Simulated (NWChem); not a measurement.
Molecule: C$_{2}$H$_{3}$ClO$_{2}$Si; SMILES O=C1C[Si@@H](Cl)O1

```xyz
9

O      0.4279     2.7522    -0.5177
C      0.1143     1.6514    -0.1605
C     -1.2245     0.8807    -0.2628
Si    -0.2641    -0.4665     0.6298
Cl     0.2031    -2.1621    -0.4442
O      0.9608     0.7585     0.4989
H     -1.5262     0.6899    -1.3113
H     -2.0516     1.3991     0.2611
H     -0.5414    -0.8495     2.0425
```
Atoms are numbered in this order, from 1.

All runs: NWChem. Pople sets run with spherical d functions. The geometry was optimised at PBE-D3(BJ)/def2-SVP. Level: PBE/6-31G* with SMD (1 M gas to 1 M solution), gas-phase geometry. Reactions with the solvent are ignored.

Question: Among these, which solvent gives the highest value of “cavity-dispersion-structure term (kcal/mol)”?
A) N,N-dimethylformamide
B) n-hexane
C) dichloromethane
D) water

Answer: D, water. Values: n-hexane -2.3; N,N-dimethylformamide -2.2; dichloromethane -1.2; water 3.6
